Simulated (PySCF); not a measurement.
C5H8O. Atoms are numbered in the order given.

```xyz
14

C      2.1361    -0.4037    -0.0299
C      0.8230    -0.1818    -0.0725
C     -0.2877    -1.1829     0.1101
C     -1.4554    -0.2705     0.4744
O     -1.2412     0.8975    -0.2803
C      0.1421     1.1553    -0.2837
H      2.8564     0.4070    -0.1739
H      2.5401    -1.4037     0.1482
H     -0.0611    -1.9504     0.8637
H     -0.4944    -1.6916    -0.8474
H     -2.4438    -0.6751     0.2133
H     -1.4489    -0.0503     1.5623
H      0.4219     1.8581     0.5280
H      0.4110     1.6284    -1.2420
```

Coordinates come from a PBE0-D3(BJ)/def2-SVP optimisation. One conformer was computed; it need not be the lowest.

Computed with PBE0/pcSseg-1 (PySCF).

GIAO shieldings, no solvent; atoms listed in one row are averaged. δ = σ(ref) − σ: ¹³C against TMS (σ = 186.3 ppm); ¹⁷O against H2O (σ = 334.2 ppm); ¹H against TMS (σ = 31.56 ppm), references at their B3LYP-D3(BJ)/def2-TZVP geometries, non-relativistic.

```
nucleus  atoms  count  δ (ppm)
-------  -----  -----  -------
¹³C         C2      1    161.7
¹³C         C1      1    112.0
¹³C         C6      1     75.2
¹³C         C4      1     72.2
¹³C         C3      1     39.3
¹⁷O         O5      1     50.6
¹H          H8      1     5.72
¹H          H7      1     5.49
¹H         H14      1     4.77
¹H         H13      1     4.44
¹H         H11      1     4.23
¹H         H12      1     3.69
¹H         H10      1     2.84
¹H          H9      1     2.50
```
